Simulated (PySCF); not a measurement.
Ta(S)(F)2(OH) (F2HOSTa), SMILES [OH][Ta]([F])([F])=[S], multiplicity 1.

Geometry optimised at PBE0-D3(BJ)/def2-SVP. The multiplicity is an assumed one; other spin states were not compared. The def2 effective core potentials stand for the cores of Ta; spin–orbit coupling is left out. One conformer was computed; it need not be the lowest.

Level of theory: PBE0-D3(BJ)/def2-SVP (PySCF).

Frequencies are harmonic and unscaled.

```
mode  ν (cm⁻¹)  IR (km/mol)  Raman (Å⁴/amu)  depolarisation   moving atoms (share of kinetic energy)
----  --------  -----------  --------------  --------------  ---------------------------------------
1          160         14.5             0.3            0.65                          F 78 %, Ta 14 %
2          168          0.3             1.2            0.75  F 30 %, O 28 %, S 16 %, Ta 16 %, H 10 %
3          186          8.5             3.0            0.75                    F 54 %, S 26 %, O 9 %
4          191          0.0             3.1            0.75                   F 59 %, S 20 %, O 19 %
5          197          1.2             2.3            0.46   O 44 %, F 25 %, H 12 %, Ta 10 %, S 9 %
6          405        133.1             2.5            0.75                           H 84 %, O 15 %
7          496        203.0             1.0            0.72                           H 76 %, O 22 %
8          557         69.9            19.0            0.11                          S 82 %, Ta 17 %
9          698        104.2             3.0            0.02                                   F 93 %
10         703        126.7             0.4            0.75                          F 85 %, Ta 14 %
11         761         89.6             6.0            0.11                   O 81 %, H 10 %, Ta 9 %
12        3932        313.4            91.6            0.27                                   H 94 %
```
